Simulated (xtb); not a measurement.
A run for xtb: GFN2-xTB on CH5GaO (SMILES C[O][GaH2]), a point of a torsion scan.

```
$ xtb mol.xyz --gfn 2 --opt vtight --chrg 0 --uhf 0 --input xcontrol
8

C      1.21205216     0.05720308     0.00252879
O      0.19040882    -0.84908803    -0.22426437
Ga     0.17127822    -1.90386859    -1.58038786
H      0.97214181     1.08426793    -0.30266978
H      1.45010775     0.05878010     1.09240748
H      2.08149128    -0.28207522    -0.59533408
H      1.53750219    -2.53830830    -2.29362975
H     -0.86491403    -1.54537672    -2.85506850
$constrain
  force constant=1.0
  dihedral: 4,1,2,3,100.0
$end
```

Program output:

```
[...]
           -------------------------------------------------
          |                Calculation Setup                |
           -------------------------------------------------



           -------------------------------------------------
          |                 G F N 2 - x T B                 |
           -------------------------------------------------

        Reference                      10.1021/acs.jctc.8b01176
      * Hamiltonian:
        H0-scaling (s, p, d)           1.850000    2.230000    2.230000
        zeta-weighting                 0.500000
      * Dispersion:
        s8                             2.700000
        a1                             0.520000
        a2                             5.000000
        s9                             5.000000
      * Repulsion:
        kExp                           1.500000    1.000000
        rExp                           1.000000
      * Coulomb:
        alpha                          2.000000
        third order                    shell-resolved
        anisotropic                    true
        a3                             3.000000
        a5                             4.000000
        cn-shift                       1.200000
        cn-exp                         4.000000
        max-rad                        5.000000


          ...................................................
          :                      SETUP                      :
          :.................................................:
          :  # basis functions                  23          :
          :  # atomic orbitals                  22          :
          :  # shells                           12          :
          :  # electrons                        18          :
          :  max. iterations                   250          :
          :  Hamiltonian                  GFN2-xTB          :
          :  restarted?                      false          :
          :  GBSA solvation                  false          :
          :  PC potential                    false          :
          :  electronic temp.          300.0000000     K    :
          :  accuracy                    1.0000000          :
          :  -> integral cutoff          0.2500000E+02      :
          :  -> integral neglect         0.1000000E-07      :
          :  -> SCF convergence          0.1000000E-05 Eh   :
          :  -> wf. convergence          0.1000000E-03 e    :
          :  Broyden damping             0.4000000          :
          :  net charge                          0          :
          :  unpaired electrons                  0          :
          ...................................................

 iter      E             dE          RMSdq      gap      omega  full diag
   1     -9.9287794 -0.992878E+01  0.153E+01    3.74       0.0  T
   2     -9.9951354 -0.663561E-01  0.874E+00    3.71       1.0  T
   3     -9.9952851 -0.149655E-03  0.184E+00    3.62       1.0  T
   4     -9.9960399 -0.754847E-03  0.426E-01    3.69       1.0  T
   5     -9.9960462 -0.627822E-05  0.194E-01    3.69       1.0  T
   6     -9.9960500 -0.377584E-05  0.204E-02    3.69       1.7  T
   7     -9.9960501 -0.926055E-07  0.986E-03    3.69       3.6  T
   8     -9.9960501 -0.109345E-07  0.720E-03    3.69       4.9  T
   9     -9.9960501 -0.145107E-07  0.172E-03    3.69      20.5  T
  10     -9.9960501 -0.217176E-09  0.227E-04    3.69     155.9  T
  11     -9.9960501 -0.153824E-09  0.114E-04    3.69     311.4  T

   *** convergence criteria satisfied after 11 iterations ***

         #    Occupation            Energy/Eh            Energy/eV
      -------------------------------------------------------------
         1        2.0000           -0.6917655             -18.8239
       ...           ...                  ...                  ...
         3        2.0000           -0.5736607             -15.6101
         4        2.0000           -0.5367012             -14.6044
         5        2.0000           -0.5337712             -14.5247
         6        2.0000           -0.5082410             -13.8299
         7        2.0000           -0.4310869             -11.7305
         8        2.0000           -0.4266599             -11.6100
         9        2.0000           -0.4183551             -11.3840 (HOMO)
        10                         -0.2827149              -7.6931 (LUMO)
        11                         -0.1314148              -3.5760
        12                         -0.0917764              -2.4974
        13                         -0.0858464              -2.3360
        14                         -0.0115684              -0.3148
       ...                                ...                  ...
        22                          1.0032531              27.2999
      -------------------------------------------------------------
                  HL-Gap            0.1356402 Eh            3.6910 eV
             Fermi-level           -0.3505350 Eh           -9.5385 eV

 SCC (total)  
[...]
eV
             Fermi-level           -0.3266093 Eh           -8.8875 eV

 SCC (total)                   0 d,  0 h,  0 min,  0.002 sec
 SCC setup                      ...        0 min,  0.000 sec (  2.532%)
 Dispersion                     ...        0 min,  0.000 sec (  0.856%)
 classical contributions        ...        0 min,  0.000 sec (  0.363%)
 integral evaluation            ...        0 min,  0.000 sec ( 22.975%)
 iterations                     ...        0 min,  0.000 sec ( 23.623%)
 molecular gradient             ...        0 min,  0.001 sec ( 45.356%)
 printout                       ...        0 min,  0.000 sec (  3.744%)

         :::::::::::::::::::::::::::::::::::::::::::::::::::::
         ::                     SUMMARY                     ::
         :::::::::::::::::::::::::::::::::::::::::::::::::::::
         :: total energy              -9.957225747274 Eh    ::
         :: gradient norm              0.000065422786 Eh/a0 ::
         :: HOMO-LUMO gap              4.872458542388 eV    ::
         ::.................................................::
         :: SCC energy               -10.030714747370 Eh    ::
         :: -> isotropic ES            0.037263278771 Eh    ::
         :: -> anisotropic ES          0.003767329916 Eh    ::
         :: -> anisotropic XC          0.001525115789 Eh    ::
         :: -> dispersion             -0.002918829989 Eh    ::
         :: repulsion energy           0.073488999027 Eh    ::
         :: add. restraining           0.000000001069 Eh    ::
         :: total charge               0.000000000000 e     ::
         :::::::::::::::::::::::::::::::::::::::::::::::::::::

           -------------------------------------------------
          |                Property Printout                |
           -------------------------------------------------

    * Orbital Energies and Occupations

         #    Occupation            Energy/Eh            Energy/eV
      -------------------------------------------------------------
         1        2.0000           -0.6825887             -18.5742
         2        2.0000           -0.6258672             -17.0307
         3        2.0000           -0.5655930             -15.3906
         4        2.0000           -0.5261115             -14.3162
         5        2.0000           -0.5260706             -14.3151
         6        2.0000           -0.5035814             -13.7031
         7        2.0000           -0.4371604             -11.8957
         8        2.0000           -0.4264200             -11.6035
         9        2.0000           -0.4161391             -11.3237 (HOMO)
        10                         -0.2370796              -6.4513 (LUMO)
        11                         -0.1677011              -4.5634
        12                         -0.1026818              -2.7941
        13                         -0.0564448              -1.5359
        14                          0.0138121               0.3758
        15                          0.0427853               1.1642
        16                          0.1074768               2.9246
        17                          0.1461099               3.9759
        18                          0.2229833               6.0677
        19                          0.2278376               6.1998
        20                          0.4079522              11.1009
       ...                                ...                  ...
        22                          1.1184946              30.4358
      -------------------------------------------------------------
                  HL-Gap            0.1790596 Eh            4.8725 eV
             Fermi-level           -0.3266093 Eh           -8.8875 eV

     #   Z          covCN         q      C6AA      α(0)
     1   6 C        3.626     0.048    20.188     6.473
     2   8 O        1.608    -0.341    19.760     5.999
     3  31 Ga       2.577     0.181   214.135    32.816
     4   1 H        0.924     0.048     2.343     2.394
     5   1 H        0.924     0.048     2.339     2.392
     6   1 H        0.924     0.048     2.349     2.397
     7   1 H        0.906    -0.017     3.381     2.877
     8   1 H        0.908    -0.015     3.339     2.858

 Mol. C6AA /au·bohr⁶  :        978.379271
 Mol. C8AA /au·bohr⁸  :      50409.850508
 Mol. α(0) /au        :         58.205883


Wiberg/Mayer (AO) data.
largest (>0.10) Wiberg bond orders for each atom

 ---------------------------------------------------------------------------
     #   Z sym  total        # sym  WBO       # sym  WBO       # sym  WBO
 ---------------------------------------------------------------------------
     1   6 C    3.945 --     6 H    0.982     4 H    0.980     5 H    0.979
                             2 O    0.952
     2   8 O    2.383 --     3 Ga   1.325     1 C    0.952
     3  31 Ga   2.954 --     2 O    1.325     8 H    0.787     7 H    0.786
     4   1 H    0.998 --     1 C    0.980
     5   1 H    0.998 --     1 C    0.979
     6   1 H    0.998 --     1 C    0.982
     7   1 H    1.000 --     3 Ga   0.786     8 H    0.164
     8   1 H    1.000 --     3 Ga   0.787     7 H    0.164
 ---------------------------------------------------------------------------

Topologies differ in total number of bonds
Writing topology from bond orders to xtbtopo.mol

molecular dipole:
                 x           y           z       tot (Debye)
 q only:        0.088       0.114       0.115
   full:        0.079       0.060       0.063       0.298
molecular quadrupole (traceless):
                xx          xy          yy          xz          yz          zz
 q only:       -0.479       1.164       0.129       1.071       1.388       0.351
  q+dip:        0.030       0.315       0.007       0.676       1.273      -0.037
   full:       -1.880       1.993       0.471      -0.052      -0.581       1.409

           -------------------------------------------------
          |                Geometry Summary                 |
           -------------------------------------------------

      molecular mass/u    :      102.7729106
   center of mass at/Å    :        0.5021149      -1.3968977      -1.5368123
  moments of inertia/u·Å² :        0.7042031E+01   0.1482710E+03   0.1521168E+03
rotational constants/cm⁻¹ :        0.2393860E+01   0.1136947E+00   0.1108203E+00

 * 7 selected distances

     #   Z          #   Z                                           value/Å
     1   6 C        2   8 O                                       1.4147805
     2   8 O        3  31 Ga                                      1.6927081 (max)
     1   6 C        4   1 H                                       1.0921000
     1   6 C        5   1 H                                       1.0922430
     1   6 C        6   1 H                                       1.0916215 (min)
     3  31 Ga       7   1 H                                       1.5470942
     3  31 Ga       8   1 H                                       1.5420368

 * 4 distinct bonds (by element types)

   Z      Z             #   av. dist./Å        max./Å        min./Å
   1 H    6 C           3     1.0919882     1.0922430     1.0916215
   6 C    8 O           1     1.4147805     1.4147805     1.4147805
   1 H   31 Ga          2     1.5445655     1.5470942     1.5420368
   8 O   31 Ga          1     1.6927081     1.6927081     1.6927081


optimized geometry written to: xtbopt.xyz


           -------------------------------------------------
          | TOTAL ENERGY               -9.957225747274 Eh   |
          | GRADIENT NORM               0.000065422786 Eh/α |
          | HOMO-LUMO GAP               4.872458542388 eV   |
           -------------------------------------------------

------------------------------------------------------------------------
------------------------------------------------------------------------
Note: The following floating-point exceptions are signalling: IEEE_UNDERFLOW_FLAG IEEE_DENORMAL
normal termination of xtb
 total:
 SCF:
 ANC optimizer:
```

The run finished.

Warnings raised: the energy holds the restraint's term.

Cost: roughly 0.13 core-seconds.
